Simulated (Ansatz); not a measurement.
Ansatz (a first-principles code) input (B3LYP/cc-pV(T+d)Z): A basis named .json is the Basis Set Exchange file of that set (core-valence sets with the plain set on hydrogen).

Ansatz 0.2 input:
```yaml
crystal:
  periodic: [false, false, false]
  atoms:
    - {symbol: Cl, position_ang: [0.00000000, 0.00000000, 0.00000000]}
basis:
  gaussian:
    orbitals: cc-pV_T+d_Z.json
hamiltonian:
  xc: {name: B3LYP}
magnetization: {spin_polarized: true, initial_magnetization: 1}
scf: {lower_state_search: full}
```

Output:

```
Functional definition: B3LYP
integrals: 0.00 GiB planned
325 factors; their error is unknown
mean field: 0.09 GiB planned
mean field evaluation 1: about -12521.8822 eV, gradient 4.6e0 eV
mean field evaluation 2: about -12521.9743 eV, gradient 1.6e0 eV
mean field evaluation 4: about -12521.9850 eV, gradient 6.2e-2 eV
mean field evaluation 8: about -12521.9917 eV, gradient 5.0e-4 eV
mean field evaluation 16: about -12521.9608 eV, gradient 2.6e0 eV
mean field evaluation 32: about -12521.9917 eV, gradient 5.8e-3 eV
mean field -12521.99166048 eV, -460.1747058119 hartree, gradient 6.9e-5 eV, S^2 0.753119; 2 other end points of the search recorded, 0 dependent functions left out
reference -12521.99181413 eV, -460.1747114585 hartree; 9, 8 occupied and 30, 31 virtual orbitals, 325 factors
Total energy: -12521.99181413 eV, -460.1747114585 hartree
```
